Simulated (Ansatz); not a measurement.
Basis sets compared for the cluster B6H⁺ (the lowest singlet isomer of a short search). Total charge 1; singlet. Geometry PBE0-D4/def2-SVP. Ansatz on 4 threads of Arm Neoverse V2 on a shared host; times are rough, and most runs start from earlier orbitals.

```xyz
7

B     1.330    1.003   -0.767
B    -1.080   -0.606   -0.046
B    -0.449    0.134   -1.305
B    -0.517   -0.733    1.430
B     0.562    0.992   -2.140
B     0.478    0.181    0.248
H    -0.323   -0.970    2.581
```

The restricted singlet is unstable towards broken spin symmetry in Hartree–Fock (as tested in another run); at PBE-D4/def2-SVP, PBE-D4/def2-TZVP, PBE0-D4/def2-SVP, PBE0-D4/def2-TZVP this wasn't settled. The structure comes from a short search, and lower isomers may exist.

```csv
level,functions,energy (Eh),HOMO (eV),LUMO (eV),wall time
PBE-D4/def2-SVP,89,-148.8075,-12.55,-11.07,0.55 s
PBE0-D4/def2-SVP,89,-148.8252,-13.39,-10.21,0.55 s
```

Q: Estimate the rows for PBE-D4/def2-TZVP, PBE0-D4/def2-TZVP (with forces).

A: 
```csv
level,functions,energy (Eh),HOMO (eV),LUMO (eV),wall time
PBE-D4/def2-TZVP,192,-148.9645,-12.50,-11.02,1.2 s
PBE0-D4/def2-TZVP (with forces),192,-148.9815,-13.32,-10.15,2.2 s
```
